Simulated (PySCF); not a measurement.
Molecule: SMILES C[Si](C)(C)[Si](C)(C)C, C6H18Si2.

Cartesian coordinates in Å; atom numbers follow the order of the lines, from 1:
```xyz
26

C     1.8695    1.7144   -0.0682
Si    1.1606   -0.0356   -0.1730
C     1.9837   -1.1156    1.1431
C     1.5376   -0.7505   -1.8826
Si   -1.1633    0.0304    0.1735
C    -1.8917   -1.7097    0.0445
C    -1.9735    1.1386   -1.1273
C    -1.5341    0.7267    1.8924
H     1.6692    2.1681    0.9155
H     1.4297    2.3687   -0.8374
H     2.9618    1.7045   -0.2180
H     1.6133   -2.1519    1.0958
H     3.0767   -1.1416    1.0007
H     1.7849   -0.7318    2.1562
H     1.1521   -1.7780   -1.9781
H     1.0772   -0.1424   -2.6775
H     2.6242   -0.7792   -2.0668
H    -1.4549   -2.3807    0.8011
H    -2.9828   -1.6893    0.2021
H    -1.7028   -2.1505   -0.9471
H    -3.0659    1.1778   -0.9834
H    -1.7814    0.7649   -2.1455
H    -1.5886    2.1690   -1.0676
H    -1.1315    1.7462    2.0029
H    -2.6207    0.7720    2.0732
H    -1.0868    0.1005    2.6806
```

Geometry PBE0-D3(BJ)/def2-SVP throughout; GIAO in PySCF 2.14.0 with density-fitted response routines, gas phase, one conformer, non-relativistic; equivalent atoms averaged; basis pcSseg-1.

Q: How do the absolute shieldings σ depend on the functional? (ppm; last column core-seconds on shared hosts with different chips, so compare them loosely; the GGAs took longer than the global hybrids here, which isn't the general rule, and the cause wasn't traced)

A: 
```csv
functional,kind,C1/C3/C4/C6/C7/C8,Si2/Si5,H9/H10/H11/H12/H13/H14/H15/H16/H17/H18/H19/H20/H21/H22/H23/H24/H25/H26,core-s
BLYP,GGA,177.5,341.9,31.30,70
OPBE,GGA,187.3,382.1,31.17,74
KT2,GGA,185.3,381.0,31.10,74
KT3,GGA,184.1,384.3,31.25,74
B97-D,GGA,181.2,365.3,31.35,73
PBE0,global hybrid,187.0,373.0,31.22,60
mPW1PW91,global hybrid,186.1,371.6,31.27,52
B97-2,global hybrid,186.0,377.1,31.33,50
BHandHLYP,global hybrid,186.5,377.0,31.42,48
wB97X-D,range-separated hybrid,187.2,373.5,31.35,78
```

Q: Which nucleus moves most, in ppm?

A: Si2/Si5 (silicon bonded to 3 C, Si): from 341.9 ppm with BLYP to 384.3 ppm with KT3. The smallest spread is 0.32 ppm, at H9/H10/H11/H12/H13/H14/H15/H16/H17/H18/H19/H20/H21/H22/H23/H24/H25/H26. Proton shifts span only some 12 ppm, so a few tenths of a ppm matter as much there as several ppm in carbon.
